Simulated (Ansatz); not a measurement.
The cluster Rb₄I₃. The state is a doublet with charge 0. Geometry PBE0-D4/def2-SVP.

```xyz
7

Rb    1.183   -1.134   -2.153
Rb   -1.462   -2.014    0.972
Rb    2.035    3.631    2.895
Rb   -1.303    2.981   -0.271
I     0.671   -4.171   -0.636
I     1.105    0.664    1.096
I    -2.228    0.044   -1.903
```

In the def2 sets I, Rb take a core potential; there is no spin–orbit coupling. Another isomer (doublet) lies 0.43 eV lower at PBE0-D4/def2-TZVP; other spin states weren't run for this one.

(1) Estimate the α-spin orbital energies around the gap (eV) in Ansatz with PBE-D4/def2-SVP, BLYP-D4/def2-TZVP, r2SCAN-D4/def2-TZVP, PBE0-D4/def2-SVP, PBE0-D4/def2-TZVP.

## Answers

(1) 
```tsv
orbital	PBE-D4/def2-SVP	BLYP-D4/def2-TZVP	r2SCAN-D4/def2-TZVP	PBE0-D4/def2-SVP	PBE0-D4/def2-TZVP
HOMO−13	-15.55	-15.39	-16.09	-17.32	-17.26
HOMO−12	-15.42	-15.26	-15.97	-17.22	-17.17
HOMO−11	-15.09	-14.96	-15.66	-16.93	-16.91
HOMO−10	-14.43	-14.34	-15.01	-16.28	-16.31
HOMO−9	-6.07	-5.82	-6.33	-7.20	-7.16
HOMO−8	-5.84	-5.62	-6.12	-6.96	-6.94
HOMO−7	-5.77	-5.56	-6.07	-6.88	-6.86
HOMO−6	-5.45	-5.26	-5.73	-6.54	-6.54
HOMO−5	-5.37	-5.19	-5.67	-6.46	-6.46
HOMO−4	-5.16	-4.98	-5.46	-6.25	-6.25
HOMO−3	-4.72	-4.56	-4.99	-5.78	-5.81
HOMO−2	-4.72	-4.55	-4.99	-5.78	-5.81
HOMO−1	-4.45	-4.33	-4.77	-5.51	-5.57
HOMO	-2.60	-2.43	-2.54	-2.98	-2.94
LUMO	-1.70	-1.63	-1.51	-1.30	-1.26
LUMO+1	-1.28	-1.20	-1.11	-0.86	-0.84
LUMO+2	-1.20	-1.03	-0.87	-0.84	-0.82
LUMO+3	-0.88	-0.82	-0.43	-0.45	-0.43
LUMO+4	-0.76	-0.67	-0.37	-0.35	-0.36
LUMO+5	-0.57	-0.48	-0.35	-0.19	-0.23
β HOMO	-4.45	-4.33	-4.77	-5.51	-5.57
β LUMO	-2.09	-2.02	-1.72	-1.54	-1.46
```
